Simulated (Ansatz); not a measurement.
`C[O][Mo](=[O])([F])=[S]`. Total charge 0; spin multiplicity 1. Mo: def2 effective core potential. All single points use the PBE0-D4/def2-TZVP geometry. It is one conformer, not always the lowest.

```xyz
9

C    -0.160   -1.559   -0.097
O     0.502   -0.333   -0.309
Mo    0.295    1.454    0.007
O     0.495    2.281   -1.428
F     1.508    2.039    1.268
S    -1.675    1.753    0.693
H    -1.112   -1.395    0.414
H    -0.333   -2.038   -1.063
H     0.479   -2.200    0.515
```

Task: What is the dipole moment at r2SCAN/def2-TZVPP? (Estimate.)

Result: The calculation gave: 3.61 D, with components (-0.12, -3.59, 0.38) D in this frame, pointing from negative to positive charge.

Task: And with PBE, B3LYP, ωB97M-V? (Best estimate.)

Result: The calculation gave: PBE 3.53 D, B3LYP 3.59 D, ωB97M-V 3.48 D.

Task: Give the Mulliken charges with r2SCAN, ωB97M-V, B3LYP in def2-TZVPP. (An estimate is asked.)

Result: Computed: 
| atom | r2SCAN | ωB97M-V | B3LYP |
| --- | --- | --- | --- |
| C1 | 0.04 | -0.13 | -0.08 |
| O2 | -0.47 | -0.47 | -0.48 |
| Mo3 | 1.43 | 1.36 | 1.44 |
| O4 | -0.49 | -0.48 | -0.50 |
| F5 | -0.38 | -0.39 | -0.40 |
| S6 | -0.36 | -0.28 | -0.34 |
| H7 | 0.08 | 0.12 | 0.11 |
| H8 | 0.08 | 0.14 | 0.12 |
| H9 | 0.08 | 0.13 | 0.12 |

B3LYP here is the variant with VWN-RPA as its local correlation; programs differ in this.
